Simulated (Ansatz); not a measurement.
Zr(NH2)2Cl2 (ZrN₂Cl₂H₄). Charge 0, multiplicity 1. Geometry B3LYP-D4/def2-SVP; atoms count from 1.

```xyz
9

Zr    0.493    0.203   -0.408
N    -0.764   -1.341   -0.715
H    -1.640   -1.299   -1.238
H    -0.580   -2.315   -0.471
N    -0.051    0.990    1.371
H    -0.798    0.683    1.992
H     0.410    1.797    1.795
Cl    0.196    1.862   -2.090
Cl    2.735   -0.580   -0.236
```

In the def2 sets Zr takes a core potential; there is no spin–orbit coupling.

Question: Estimate the Mulliken populations from the PBE0/def2-TZVP orbitals of Ansatz.

Answer: 
```csv
atom,charge (e),d electrons
Zr1,1.47,1.94
N2,-0.84,–
H3,0.26,–
H4,0.26,–
N5,-0.83,–
H6,0.26,–
H7,0.25,–
Cl8,-0.42,–
Cl9,-0.42,–
```
Mulliken values and Mayer orders depend strongly on the basis.

Question: And the Mayer bond orders between bonded heavy atoms (over 0.3)?

Answer: Zr1–N2 1.05 (2.01 Å); Zr1–N5 1.04 (2.02 Å); Zr1–Cl8 1.00 (2.38 Å); Zr1–Cl9 1.00 (2.38 Å).
